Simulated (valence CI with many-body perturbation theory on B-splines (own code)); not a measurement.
## Nd XXVIII: electric-dipole lines

Computed by configuration interaction combined with many-body perturbation theory (CI+MBPT): five valence electrons over a frozen Dirac-Fock core [Ar] 3d10, a basis of 11 s, 11 p, 10 d, 8 f, 5 g, 2 h functions for each j, with the one-electron correlation potential Σ1, the two-electron term Σ2, the three-electron term Σ3, Breit, model QED; selected CI, second order for the rest, scaled by the run's own slope (own B-spline code, finite nucleus).

The last digits are not significant, and no measured levels were compared; by estimate large intervals hold to a few tenths of a per cent, small ones and those within an open d or f shell to about a per cent. Among the levels kept, up to 2000 cm⁻¹ of a level comes from second order outside the variational space, and about a tenth of that is noise between levels of different J, which matters for small intervals.

Lines 151 to 200 of 553 in falling wavelength, among levels below 294.60 eV, chosen from the strongest by gf and those to the six lowest levels. Wavelengths and rates use the calculated energies. Electric multipoles are in the length gauge, E1 and E2 with the static RPA response of the core. Weak lines are less certain than strong ones. Lines between different terms over intervals too small for the method are left out, as are lines whose strength nearly cancels. Where a level lies close to another of its J and parity, the split of strength between their lines is uncertain. The highest levels of a list are the least certain.

Levels are named by their leading jj configuration (3d3/2^4 stands for four electrons in 3d with j = 3/2), which in mixed levels can hold well under half, so a name can repeat and another be missing. Letters in brackets count levels of one name in rising energy.

```
λ vac (Å)                               Upper                               Lower   A (s⁻¹)  S (a.u.)
    109.9  (4s^2 4p1/2 4p3/2 4d5/2) J=5/2 [a]          (4s^2 4p1/2 4p3/2^2) J=5/2  1.10e+10  4.34e-02
    109.8  (4s 4p1/2 4p3/2^2 4d3/2) J=5/2 [d]        (4s 4p1/2 4p3/2^3) J=3/2 [a]  1.59e+10  6.22e-02
    109.4  (4s^2 4p1/2 4d3/2 4d5/2) J=7/2 [a]  (4s^2 4p1/2 4p3/2 4d5/2) J=7/2 [a]  1.42e+10  7.35e-02
    109.2  (4s^2 4p1/2 4p3/2 4d3/2) J=3/2 [b]          (4s^2 4p1/2 4p3/2^2) J=1/2  1.66e+09  4.27e-03
    109.0  (4s 4p1/2 4p3/2^2 4d5/2) J=5/2 [d]  (4s^2 4p1/2 4p3/2 4d3/2) J=3/2 [a]  1.63e+10  6.26e-02
    108.9  (4s^2 4p1/2 4p3/2 4d5/2) J=3/2 [a]          (4s^2 4p1/2 4p3/2^2) J=5/2  2.01e+10  5.13e-02
    108.6  (4s 4p1/2 4p3/2^2 4d5/2) J=3/2 [e]        (4s 4p1/2 4p3/2^3) J=3/2 [b]  4.27e+10  1.08e-01
    108.5      (4s 4p1/2^2 4p3/2 4d5/2) J=5/2          (4s 4p1/2^2 4p3/2^2) J=5/2  4.76e+10  1.80e-01
    108.3      (4s 4p1/2^2 4p3/2 4d5/2) J=1/2          (4s 4p1/2^2 4p3/2^2) J=1/2  5.21e+10  6.54e-02
    108.1          (4s^2 4p3/2 4d3/2^2) J=5/2          (4s^2 4p3/2^2 4d3/2) J=5/2  1.94e+10  7.25e-02
    108.0  (4s^2 4p3/2 4d3/2 4d5/2) J=7/2 [b]          (4s^2 4p3/2^2 4d3/2) J=5/2  1.32e+10  6.57e-02
    107.8  (4s^2 4p1/2 4p3/2 4f5/2) J=5/2 [b]  (4s^2 4p1/2 4p3/2 4d5/2) J=5/2 [b]  2.57e+10  9.54e-02
    107.7  (4s^2 4p1/2 4d3/2 4d5/2) J=7/2 [b]  (4s^2 4p1/2 4p3/2 4d3/2) J=5/2 [b]  1.92e+10  9.50e-02
    107.6          (4s^2 4p1/2 4d5/2^2) J=5/2  (4s^2 4p1/2 4p3/2 4d5/2) J=7/2 [b]  9.05e+10  3.34e-01
    107.3  (4s 4p1/2 4p3/2^2 4d5/2) J=5/2 [f]  (4s^2 4p1/2 4p3/2 4d3/2) J=5/2 [a]  3.23e+10  1.18e-01
    107.0  (4s^2 4p3/2 4d3/2 4d5/2) J=7/2 [c]          (4s^2 4p3/2^2 4d3/2) J=7/2  5.45e+10  2.63e-01
    107.0          (4s^2 4p1/2^2 4d5/2) J=5/2          (4s^2 4p1/2^2 4p3/2) J=3/2  7.97e+10  2.89e-01
    106.8  (4s^2 4p1/2 4p3/2 4f7/2) J=9/2 [a]  (4s^2 4p1/2 4p3/2 4d5/2) J=7/2 [b]  1.55e+10  9.31e-02
    106.8  (4s^2 4p1/2 4d3/2 4d5/2) J=7/2 [a]      (4s^2 4p1/2 4p3/2 4d3/2) J=7/2  1.58e+10  7.60e-02
    106.7          (4s^2 4p3/2 4d3/2^2) J=1/2      (4s^2 4p3/2^2 4d3/2) J=3/2 [a]  4.89e+10  5.86e-02
    106.7        (4s 4p3/2^3 4d3/2) J=1/2 [a]  (4s^2 4p1/2 4p3/2 4d3/2) J=3/2 [b]  6.92e+10  8.29e-02
    106.5  (4s^2 4p1/2 4p3/2 4f7/2) J=7/2 [a]  (4s^2 4p1/2 4p3/2 4d5/2) J=7/2 [b]  1.49e+10  7.11e-02
    106.5  (4s 4p1/2 4p3/2^2 4d5/2) J=1/2 [a]        (4s 4p1/2 4p3/2^3) J=3/2 [a]  7.97e+10  9.50e-02
    106.4  (4s 4p1/2^2 4p3/2 4d3/2) J=5/2 [b]          (4s 4p1/2^2 4p3/2^2) J=5/2  2.26e+08  8.05e-04
    106.3  (4s^2 4p1/2 4p3/2 4d5/2) J=5/2 [a]          (4s^2 4p1/2 4p3/2^2) J=3/2  4.98e+10  1.77e-01
    106.3          (4s^2 4p3/2 4d5/2^2) J=5/2      (4s^2 4p3/2^2 4d3/2) J=3/2 [a]  2.74e+10  9.74e-02
    106.0  (4s 4p1/2 4p3/2^2 4d5/2) J=3/2 [d]  (4s^2 4p1/2 4p3/2 4d3/2) J=5/2 [a]  4.18e+10  9.82e-02
    106.0  (4s 4p1/2 4p3/2^2 4d5/2) J=5/2 [g]        (4s 4p1/2 4p3/2^3) J=3/2 [b]  4.78e+10  1.69e-01
    105.8  (4s^2 4p3/2 4d3/2 4d5/2) J=7/2 [b]          (4s^2 4p3/2^2 4d5/2) J=9/2  8.43e+10  3.95e-01
    105.8      (4s^2 4p3/2 4d3/2 4d5/2) J=1/2      (4s^2 4p3/2^2 4d3/2) J=3/2 [a]  7.10e+10  8.29e-02
    105.8          (4s^2 4p1/2 4d5/2^2) J=9/2      (4s^2 4p1/2 4p3/2 4d5/2) J=9/2  2.46e+10  1.44e-01
    105.8  (4s^2 4p1/2 4p3/2 4d3/2) J=5/2 [b]          (4s^2 4p1/2 4p3/2^2) J=5/2  9.79e+10  3.43e-01
    105.5          (4s^2 4p1/2 4d5/2^2) J=5/2  (4s^2 4p1/2 4p3/2 4d3/2) J=5/2 [b]  4.06e+10  1.41e-01
    105.4      (4s 4p1/2^2 4p3/2 4d5/2) J=3/2          (4s 4p1/2^2 4p3/2^2) J=1/2  6.28e+10  1.45e-01
    105.4  (4s 4p1/2 4p3/2^2 4d5/2) J=3/2 [b]            (4s 4p1/2 4p3/2^3) J=5/2  1.32e+11  3.05e-01
    105.3  (4s^2 4p1/2 4p3/2 4d5/2) J=3/2 [a]          (4s^2 4p1/2 4p3/2^2) J=3/2  6.55e+10  1.51e-01
    105.3          (4s^2 4p1/2 4d5/2^2) J=3/2  (4s^2 4p1/2 4p3/2 4d3/2) J=3/2 [b]  3.78e+10  8.72e-02
    105.3          (4s^2 4p1/2 4d5/2^2) J=7/2      (4s^2 4p1/2 4p3/2 4d5/2) J=9/2  2.77e+10  1.28e-01
    105.2      (4s^2 4p3/2^2 4d3/2) J=3/2 [b]                (4s^2 4p3/2^3) J=3/2  3.24e+10  7.45e-02
    105.2  (4s^2 4p1/2 4p3/2 4f5/2) J=5/2 [a]  (4s^2 4p1/2 4p3/2 4d3/2) J=3/2 [b]  1.92e+10  6.60e-02
    105.1  (4s^2 4p1/2 4d3/2 4d5/2) J=5/2 [b]  (4s^2 4p1/2 4p3/2 4d5/2) J=5/2 [a]  2.20e+10  7.56e-02
    105.1  (4s^2 4p1/2 4d3/2 4d5/2) J=5/2 [a]      (4s^2 4p1/2 4p3/2 4d3/2) J=7/2  5.46e+10  1.88e-01
    105.0          (4s^2 4p3/2 4d5/2^2) J=7/2          (4s^2 4p3/2^2 4d5/2) J=9/2  9.01e+10  4.12e-01
    104.8          (4s^2 4p3/2^2 4f5/2) J=9/2          (4s^2 4p3/2^2 4d5/2) J=9/2  6.57e+10  3.74e-01
    104.8  (4s 4p1/2 4p3/2^2 4d3/2) J=5/2 [a]          (4s 4p1/2^2 4p3/2^2) J=3/2  4.98e+10  1.70e-01
    104.8      (4s^2 4p3/2 4d3/2 4d5/2) J=1/2          (4s^2 4p3/2^2 4d3/2) J=1/2  7.07e+10  8.03e-02
    104.7  (4s 4p1/2 4p3/2^2 4d5/2) J=5/2 [d]            (4s 4p1/2 4p3/2^3) J=5/2  2.12e+10  7.22e-02
    104.7        (4s 4p1/2 4p3/2^3) J=3/2 [a]          (4s^2 4p1/2^2 4p3/2) J=3/2  1.17e+10  2.64e-02
    104.7  (4s^2 4p1/2 4p3/2 4d3/2) J=3/2 [b]          (4s^2 4p1/2 4p3/2^2) J=5/2  1.27e+11  2.87e-01
    104.7  (4s^2 4p1/2 4p3/2 4f7/2) J=5/2 [a]  (4s^2 4p1/2 4p3/2 4d5/2) J=5/2 [b]  5.34e+10  1.81e-01
```
